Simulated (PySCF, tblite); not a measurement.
Isomers of C5H12O2SSi, one GFN2-xTB conformer each. Single-point energies are computed at PBE0/pcSseg-1 (PySCF, gas phase, no added dispersion term), electronic only.

Question: Rank them by PBE0/pcSseg-1 energy, lowest first (kcal/mol).
A. `[CH3:1][S:2][SiH2:3][O:4][C:5]([CH3:6])([CH3:7])[CH:8]=[O:9]` with C1–S2–Si3–O4 174°, S2–Si3–O4–C5 46°, Si3–O4–C5–C6 -81°, O4–C5–C8–O9 -165°
B. `[CH3:1][CH2:2][CH2:3][CH2:4][O:5][C:6](=[S:7])[O:8][SiH3:9]` with C1–C2–C3–C4 180°, C2–C3–C4–O5 180°, C3–C4–O5–C6 180°, C4–O5–C6–S7 0°, O5–C6–O8–Si9 0°
C. `[CH3:1][CH:2]([CH3:3])[O:4][C@@H:5]1[CH2:6][O:7][SiH2:8][S:9]1` with C1–C2–O4–C5 84°, C2–O4–C5–C6 -170°, O4–C5–C6–O7 -160°, C5–C6–O7–Si8 36°, C6–O7–Si8–S9 -16°, O7–Si8–S9–C5 -5°

Answer: C (0.0), A (1.8), B (14.6).

As drawn, the highest has a C=S bond, which the lowest lacks. Neighbours under 2.5 kcal/mol apart (CC(C)O[C@@H]1CO[SiH2]S1 and CS[SiH2]OC(C)(C)C=O) can change places with a better method, another conformer or zero-point energy. GFN2-xTB itself gives, in the same order: 0.0, 17.4, 8.9. Both levels put the same isomer lowest; measured from each level's own lowest isomer, the values differ by up to 15.6 kcal/mol (CS[SiH2]OC(C)(C)C=O: 17.4 against 1.8).

Question: Which frontier levels, dipoles and rotational constants go with these structures?

Answer: 
| SMILES | HOMO (eV, PBE0/pcSseg-1) | LUMO (eV) | dipole (D) | A, B, C (MHz) |
| --- | --- | --- | --- | --- |
| CC(C)O[C@@H]1CO[SiH2]S1 | -6.89 | -0.04 | 1.36 | 2662, 636.5, 580.2 |
| CS[SiH2]OC(C)(C)C=O | -7.00 | -0.86 | 3.10 | 2954, 560.0, 530.2 |
| CCCCOC(=S)O[SiH3] | -6.45 | -0.69 | 4.22 | 1670, 526.5, 406.2 |

Question: What happens when harmonic zero-point energies from GFN2-xTB frequencies are added?

Answer: 
| SMILES | ZPE (kcal/mol) | electronic (kcal/mol) | with ZPE (kcal/mol) |
| --- | --- | --- | --- |
| CC(C)O[C@@H]1CO[SiH2]S1 | 103.2 | 0.0 | 1.1 |
| CS[SiH2]OC(C)(C)C=O | 100.4 | 1.8 | 0.0 |
| CCCCOC(=S)O[SiH3] | 101.1 | 14.6 | 13.5 |

The zero-point energies span 2.8 kcal/mol. CS[SiH2]OC(C)(C)C=O becomes the lowest.

Question: As an exercise, what shares would exp(−E/RT) give at 1000 K from these electronic energies alone (no entropy, no degeneracies)?

Answer: RT = 1.987 kcal/mol: CC(C)O[C@@H]1CO[SiH2]S1 71.0 %, CS[SiH2]OC(C)(C)C=O 29.0 %, CCCCOC(=S)O[SiH3] under 0.1 %.
